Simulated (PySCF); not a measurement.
Work out the structure from these simulated measurements.

Formula: C2H10Ge2O.

| Property | Result |
| --- | --- |
| Couplings | largest of the computed one-bond spin–spin couplings (means over like bonds): 13C–1H +145.0 (×2), 13C–1H +131.9 (×3), 13C–13C +38.8, 17O–13C +22.6 Hz [B3LYP/pcJ-1 (pcSseg-1 on Ge), spin–dipole term left out] |
| Polarisability | 94.4 au [CAM-B3LYP/def2-SVPD] |
| Dipole | 1.22 D [CAM-B3LYP/def2-SVPD] |
| Valence photoelectron | vertical ionisation energy: 9.56 eV [ΔSCF CAM-B3LYP/def2-SVPD] |
| 13C NMR | chemical shifts (computed TMS as zero) by class: 65.7 (1 C), 20.0 (1 C) ppm [GIAO PBE0/pcSseg-1] |
| Rotational structure | rotational constants A, B, C: 2.582, 1.148, 0.888 GHz [PBE0-D3(BJ)/def2-SVP] |
| UV, strongest line | among the 10 lowest singlet transitions: S4 at 7.07 eV (175 nm, f = 0.186) [TDDFT CAM-B3LYP/def2-SVPD] |
| XPS | C1s 290.6, C1s 292.0, O1s 537.2 eV [ΔSCF SCAN, pcX-2 on the ionised atom, pcseg-1 elsewhere, spin-free X2C] |
| NMR, other nuclei | isotropic shieldings of nuclei other than C and H, by class: 306 (1 O), 1379 (1 Ge), 1676 (1 Ge) ppm [GIAO PBE0/pcSseg-1] |

Electronic properties: PySCF, gas phase, density fitting. Levels stand in brackets. The structure is a single PBE0-D3(BJ)/def2-SVP conformer in the gas phase; no vibrational or solvent corrections. The calculation (core ionisation apart) is non-relativistic and has no spin–orbit coupling, an omission that weighs most on germanium. NMR classes are plain means over equivalent atoms (diastereotopic ones count apart unless rotation or inversion swaps them), as if these changed places fast.

Question: Give a SMILES that accounts for the data.

Answer: Numbering: `[CH3:1][CH2:2][O:3][GeH2:4][GeH3:5]`. 2 carbons fall into 2 classes; from least to most shielded: sp3 carbon bound to oxygen [C2] (65.7 ppm), methyl carbon [C1] (20.0 ppm). The other shieldings belong to: 306 ppm, oxygen bonded to C and Ge [O3]; 1379 ppm, germanium bonded to Ge, O and 2 H [Ge4]; 1676 ppm, germanium bonded to Ge and 3 H [Ge5]. The couplings run between: +145.0 Hz, sp3 carbon bound to oxygen [C2] and its hydrogen (with 1 like pair); +131.9 Hz, methyl carbon [C1] and its hydrogen (with 2 like pairs); +38.8 Hz, methyl carbon [C1] and sp3 carbon bound to oxygen [C2]; +22.6 Hz, oxygen bonded to C and Ge [O3] and sp3 carbon bound to oxygen [C2]. The core levels belong to: C1s 290.6 eV, methyl carbon [C1]; C1s 292.0 eV, sp3 carbon bound to oxygen [C2]; O1s 537.2 eV, oxygen bonded to C and Ge [O3]. No core level of Ge was computed. The first electron is taken from the HOMO, whose largest Löwdin shares are 0.39 on the oxygen bonded to C and Ge, 0.17 on the germanium bonded to Ge and 3 H, 0.16 on the germanium bonded to Ge, O and 2 H and 0.07 on a Ge–H hydrogen. The optimised geometry has point group C1 and is an asymmetric top. Structure: `C(C)[O][GeH2][GeH3]`. The assignments are read from this structure; whether some other isomer fits the data as well wasn't checked.

Shape of the structure used: `[CH3:1][CH2:2][O:3][GeH2:4][GeH3:5]`: C1–C2–O3–Ge4 69°, C2–O3–Ge4–Ge5 38°.
